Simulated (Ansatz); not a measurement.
Task: Name a neutral molecule of C, Cl, F, N, O, Ti and H with LUMO energy (ωB97M-V/def2-TZVPP) between 0.35 and 0.65 eV and size of the dipole moment (ωB97M-V/def2-TZVPP) between 3.20 and 3.50 D (Ansatz, PBE0-D4/def2-TZVP geometry).

Result: `C[O][Ti]([F])([Cl])[NH]C(C)(C)C` (0.43 eV, 3.46 D). Other molecules can fit too; these were computed, each in one conformer that needn't be the lowest.
